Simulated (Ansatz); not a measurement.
The cluster HfS₂. Charge 0, multiplicity 5. Geometry PBE0-D4/def2-TZVP; atoms count from 1.

```xyz
3

Hf    0.059   -0.312    0.480
S    -1.349   -1.492   -1.135
S     1.290    1.804    0.654
```

In the def2 sets Hf takes a core potential; there is no spin–orbit coupling. At PBE0-D4/def2-TZVP a singlet of charge 0 lies 3.53 eV below the quintet, each at its own geometry. The structure comes from a short search, and lower isomers may exist.

(1) Estimate the Mulliken populations from the PBE0/def2-TZVP orbitals of Ansatz.

(2) Where does the spin sit?

(3) And the Mayer bond orders between heavy atoms (over 0.3)?

## Answers

(1) 
| atom | charge (e) | spin (α − β) | d electrons |
| --- | --- | --- | --- |
| Hf1 | 0.65 | 2.11 | 2.18 |
| S2 | -0.32 | 0.94 | – |
| S3 | -0.32 | 0.95 | – |
Mulliken values depend strongly on the basis.

(2) Summed by element: Hf 2.11, S 1.89, of 4 unpaired in all. Largest on single atoms: Hf1 2.11, S3 0.95, S2 0.94.

(3) Hf1–S2 1.15 (2.45 Å); Hf1–S3 1.15 (2.45 Å).
